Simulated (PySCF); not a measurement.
Ligands exchanged one at a time, Sn OCH3-H. Isolated molecules, 0 K electronic values unless said otherwise. One relaxed conformer stands for each flexible species; it need not be the lowest. Strings in code marks are SMILES.

The four lowest singlet excitations (Tamm–Dancoff). Calculation: PBE-D3(BJ)/def2-TZVP // B3LYP-D3(BJ)/def2-SVP (PySCF). Excitations are Tamm–Dancoff values on a coarser integration grid. The basis has no diffuse functions, so Rydberg states are missing or too high.

```tsv
state	energy (eV)	wavelength (nm)	oscillator strength
S1	4.27	291	0.005
S2	4.33	286	0.009
S3	4.50	275	0.028
S4	5.06	245	0.035
```

### Question
Which member gives these states?
(A) `C[O][Sn]([O]C)([O]C)[O]C`
(B) `C[O][SnH]([O]C)[O]C`
(C) `C[O][SnH3]`

### Answer
B, `C[O][SnH]([O]C)[O]C`
